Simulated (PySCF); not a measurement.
Computed IR spectrum (relative IR intensity) of a molecule CH₆GeOSi. Coordinates come from a TPSSh-D3(BJ)/def2-SVP optimisation. One conformer was computed; it need not be the lowest. The numbers are results of PySCF 2.14.0 with TPSSh-D3(BJ)/def2-SVP, not measurements. Frequencies are harmonic and unscaled.

ν (cm⁻¹): 320 (w), 378 (vw), 588 (w), 633 (m), 674 (w), 762 (w), 811 (w), 832 (vs), 875 (m), 988 (vs), 1026 (m), 1249 (w), 2134 (s), 2147 (s), 2241 (s), 2244 (s), 3039 (m), 3100 (w) (against the strongest line: vs over 80 %, s over 45 %, m over 15 %, w over 4 %, vw less)

Problem. Which molecule gave these data?
(A) O=[CH][GeH2][SiH3]
(B) O=C[SiH2][GeH3]
(C) [CH2]1O[SiH2][GeH2]1
(D) C[O][Ge][SiH3]

Solution. C, [CH2]1O[SiH2][GeH2]1
